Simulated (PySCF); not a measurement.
InF₂, SMILES [F][In][F], multiplicity 2. Geometry: r2SCAN-D4/def2-TZVP. The multiplicity is an assumed one; other spin states were not compared. The isomer is the one that the SMILES or the coordinates give; other isomers of the formula were not compared. The def2 effective core potentials stand for the cores of In; spin–orbit coupling is left out.

Q: Give the equilibrium geometry at r2SCAN-D4/def2-TZVP (PySCF confirms it by a frequency run) as bond lengths and angles, and its point group. (Estimate from the structure and the level; the computed values follow.)

A: point group C2v.
Atoms: In1 F2 F3. Bond lengths (Å): In1–F2 1.960, In1–F3 1.960. Angles (°): F2–In1–F3 115.2.
Charge 0, spin multiplicity 2.
